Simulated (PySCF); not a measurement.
# Ionisation energy of Se²⁸⁺ by level of theory

Se²⁸⁺ [He] 2s2 2p2 (3P) → Se²⁹⁺ [He] 2s2 2p1 (2P), as a difference of total energies. All numbers are calculated (PySCF 2.14, scalar relativity by spin-free X2C-1e, in an uncontracted even-tempered set (17 s from 8.1 bohr⁻², ratio 2.5; 10 p from 11 bohr⁻², ratio 2.5; 5 d from 43 bohr⁻², ratio 2.7; 4 f from 64 bohr⁻², ratio 2.7)). Correlated levels: nothing frozen; virtual orbitals above 40 to 60 times the deepest correlated orbital energy dropped. The calculations carry no spin-orbit coupling.

```json
{"method": "UHF", "ionisation energy (eV)": "3133.1"}
{"method": "MP2 (all electrons)", "ionisation energy (eV)": "3132.8"}
{"method": "SCS-MP2 (all electrons)", "ionisation energy (eV)": "3132.4"}
{"method": "CCSD (all electrons)", "ionisation energy (eV)": "3131.8"}
{"method": "CCSD(T) (all electrons)", "ionisation energy (eV)": "3131.8"}
```

Spin-orbit coupling is strong in these open shells (close to jj coupling). The scalar numbers leave it out and a first-order estimate fails, so it can dominate the gap to the real levels.

For this ion Breit and QED terms and the two-electron picture change, all absent here, outweigh the differences among the correlated methods.

For comparison: 3146 ± 3 eV (semi-empirical (NIST evaluation); NIST Atomic Spectra Database, ionization energies).
